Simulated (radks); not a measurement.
Isoelectronic series with 8 electrons, all held in the configuration [He] 2s2 2p4, which need not be the ground one along the series. Method: Dirac Kohn-Sham, LDA (Slater exchange, Perdew-Wang correlation), spin-unpolarised, spherical densities, point nucleus; open shells fill j = l - 1/2 first; computed with a radial shooting solver on a logarithmic mesh with Libxc functionals. Total energies (hartree) and orbital eigenvalues (eV):

ion,E (hartree),2p3/2,2p1/2,2s1/2,1s1/2
O,-74.52724,-9.1800,-9.2169,-23.7481,-510.8370
F+,-98.47199,-28.4251,-28.5000,-47.0678,-679.6176
Ne2+,-125.95035,-54.8837,-55.0197,-77.6898,-876.2900
Mg4+,-191.50039,-128.7208,-129.0801,-160.0440,-1352.542
Al5+,-229.57736,-175.9757,-176.5162,-211.6550,-1632.035
Si6+,-271.19526,-230.0850,-230.8673,-270.1962,-1939.114
P7+,-316.36014,-291.0350,-292.1322,-335.6653,-2273.810
S8+,-365.07888,-358.8175,-360.3159,-408.0677,-2636.164
Cl9+,-417.35910,-433.4274,-435.4281,-487.4132,-3026.228
Ar10+,-473.20912,-514.8619,-517.4818,-573.7156,-3444.060
K11+,-532.63791,-603.1199,-606.4927,-666.9915,-3889.726
Ca12+,-595.65509,-698.2012,-702.4791,-767.2601,-4363.298
Sc13+,-662.27095,-800.1068,-805.4613,-874.5426,-4864.855
Ti14+,-732.49639,-908.8382,-915.4616,-988.8626,-5394.479
V15+,-806.34298,-1024.397,-1032.504,-1110.245,-5952.259
Cr16+,-883.82295,-1146.787,-1156.615,-1238.718,-6538.291
Mn17+,-964.94919,-1276.011,-1287.822,-1374.309,-7152.675
Fe18+,-1049.73524,-1412.072,-1426.155,-1517.050,-7795.517
Co19+,-1138.19534,-1554.975,-1571.646,-1666.974,-8466.928
